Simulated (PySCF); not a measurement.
Germanium: a sound run and one with changed settings

Sound run: Ge⁺ [Ar] 3d10 4s2 4p1, Ge²⁺ [Ar] 3d10 4s2. All numbers are calculated (PySCF 2.14, scalar relativity by spin-free X2C-1e, in aug-cc-pVDZ-DK (6s5p3d, 36 functions)). The sound run starts from symmetry-adapted Hartree-Fock orbitals and uses a fine grid where one is needed.

Changed run: 14 angular points. This setting is unsound on purpose.

```csv
species,method,sound run (hartree),changed run (hartree),converged
Ge⁺,UHF,-2096.68721,-2096.68721,yes
Ge⁺,M06-2X,-2098.42247,-2098.41964,yes
Ge⁺,M06-L,-2098.26642,-2098.26742,yes
Ge²⁺,UHF,-2096.12748,-2096.12748,yes
Ge²⁺,M06-2X,-2097.84775,-2097.84775,yes
Ge²⁺,M06-L,-2097.69779,-2097.69779,yes
```

Ionisation energy of Ge⁺:

```tsv
method	sound run (eV)	changed run (eV)
UHF	15.231	15.231
M06-2X	15.639	15.562
M06-L	15.473	15.500
```

A coarse angular grid integrates products of high-l functions wrongly, so density functionals can shift, and the SCF can exploit the error; Hartree-Fock and MP2 need no grid.

For comparison, NIST gives 15.935 eV between the lowest levels.
